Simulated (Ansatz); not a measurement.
Compare A (`C#C[SiH2]CCl`) with its isomer B (`[SiH3]C1(Cl)C=C1`).

Computed with Ansatz on PBE0-D4/def2-TZVP structures; ΔE is electronic, products minus reactants. CCSD(T)/CBS adds triple-zeta CCSD(T) − MP2 to the extrapolated MP2 energy (def2 sets, frozen cores). Functionals use def2-TZVPP. B3LYP here is the variant with VWN-RPA as its local correlation; programs differ in this. One conformer a species, not always the lowest.

(1) Which isomer does CCSD(T)/CBS put lower? Give the gap. (Estimate.)

(2) Give E(B) − E(A) in kcal/mol with CCSD/def2-TZVPP, MP2/def2-TZVPP, PBE0-D4, B3LYP-D4, ωB97M-V, PBE-D4, CCSD(T)/def2-TZVPP. (An estimate is asked.)

Largest T1 diagnostic: 0.011.

## Answers

(1) Computed: A, by 28.6 kcal/mol.

(2) The calculation gave: CCSD/def2-TZVPP 29.7, MP2/def2-TZVPP 28.2, PBE0-D4 21.6, B3LYP-D4 26.7, ωB97M-V 26.1, PBE-D4 21.0, CCSD(T)/def2-TZVPP 28.9. None reverses the order clearly.

The D4 term adds −0.9 kcal/mol with B3LYP and −0.4 kcal/mol with PBE0; it sums over pairs of atoms, weighted by their polarisabilities, and B3LYP, whose exchange is more repulsive, gets the larger term. In def2-TZVPP, CCSD(T) changes the Hartree–Fock value by −3.8 kcal/mol (the triples alone add −0.8 kcal/mol) and MP2 by −4.5 kcal/mol.
